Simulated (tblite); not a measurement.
Compound: C5H12OSi.
Z-matrix (Å and degrees, GFN2-xTB geometry), rows numbered from 1:
```
C 
Si  1  1.8972
C   2  1.9096  1  108.95
O   3  1.4195  2  105.44  1   -63.87
C   4  1.3892  3  113.60  2   177.72
C   5  1.5036  4  119.63  3   -83.73
C   5  1.4932  4  117.61  3  -153.34
H   1  1.0872  2  111.71  3   -63.59
H   1  1.0864  2  110.71  3    56.47
H   1  1.0861  2  111.13  3   176.25
H   2  1.4714  1  110.66  3   118.24
H   2  1.4651  1  110.85  3  -119.07
H   3  1.0979  2  112.57  1    56.25
H   3  1.0986  2  112.11  1   176.62
H   5  1.0910  4  113.48  3    61.97
H   6  1.0795  5  117.41  7   107.12
H   6  1.0793  5  118.66  7  -108.57
H   7  1.0788  5  118.37  6   109.08
H   7  1.0783  5  116.80  6  -107.95
```

Level: GFN2-xTB in tblite, geometry and Hessian alike; calculated harmonic values, unscaled, isolated species. Against measured fundamentals such values can be off by several per cent, at times by over 20. Modes of hydrogen on silicon can be 10 to 20 % off. One conformer, not necessarily the lowest.

Harmonic wavenumbers (cm⁻¹): 40.0, 45.7, 99.1, 110.0, 135.7, 186.2, 262.3, 389.0, 445.0, 461.8, 583.8, 669.6, 712.4, 758.1, 769.5, 793.9, 815.6, 828.7, 843.0, 847.8, 873.8, 985.3, 1011.9, 1051.3, 1063.5, 1080.0, 1091.7, 1152.0, 1165.4, 1198.7, 1261.3, 1287.2, 1357.0, 1364.5, 1421.3, 1473.4, 1478.1, 1482.7, 1496.4, 2194.9, 2247.7, 2855.1, 2891.3, 2936.5, 3028.6, 3040.4, 3043.3, 3086.4, 3092.4, 3099.9, 3119.7.

A = 4802, B = 975.1, C = 905.9 MHz; mass 116.066 u (most abundant isotopes); point group C1, symmetry number 1.

What is the zero-point energy?

Half the sum of the wavenumbers: 33864 cm⁻¹ = 96.82 kcal/mol.

Give the ideal-gas entropy at 298.15 K and 1 bar in the rigid-rotor, harmonic-oscillator model (classical rotation).

Translation 40.19, rotation 28.72, vibration 29.81: S = 98.7 cal/(mol K).

And Cp and H(298.15 K) − H(0)?

Cp = 36.93 cal/(mol K), of which vibrations give 28.99 (their classical limit is 51 R = 101.3); H(298.15 K) − H(0) = 6.78 kcal/mol without the zero-point energy, 4.41 from vibrations.

Blend soft modes into free rotors: weight 1/[1 + (100 cm⁻¹/ν̃)⁴] for the oscillator and the rest for a rotor with moment μB/(μ + B), μ = h/(8π²ν), B = 10⁻⁴⁴ kg m². What vibrational entropy results?

26.47 cal/(mol K) in place of 29.81, which changes −T·S at 298.15 K by +1.00 kcal/mol.

How do the functions run with temperature in this model?

| T (K) | S (cal/(mol K)) | Cp (cal/(mol K)) | H − H(0) (kcal/mol) | G − H(0) (kcal/mol) | ln q(vib) |
| --- | --- | --- | --- | --- | --- |
| 150 | 79.1 | 22.6 | 2.42 | -9.44 | 3.74 |
| 250 | 92.7 | 31.9 | 5.12 | -18.05 | 6.35 |
| 400 | 111.0 | 47.3 | 11.08 | -33.34 | 10.09 |
| 600 | 133.4 | 63.0 | 22.20 | -57.83 | 15.03 |
| 900 | 162.0 | 78.0 | 43.54 | -102.28 | 22.09 |

q(vib) and H(0) count from the zero-point level.

What must be added to the electronic energy to get the Gibbs energy at 298.15 K and 1 bar?

ZPE + [H(298.15 K) − H(0)] − T·S = 96.82 + 6.78 − 29.43 = 74.17 kcal/mol.

Hindered rotation and anharmonicity are outside this model. Other conformers, if any are populated, would add a mixing term that is left out. The structure is chiral; the term R ln 2 for an equal mix with its mirror image is left out.
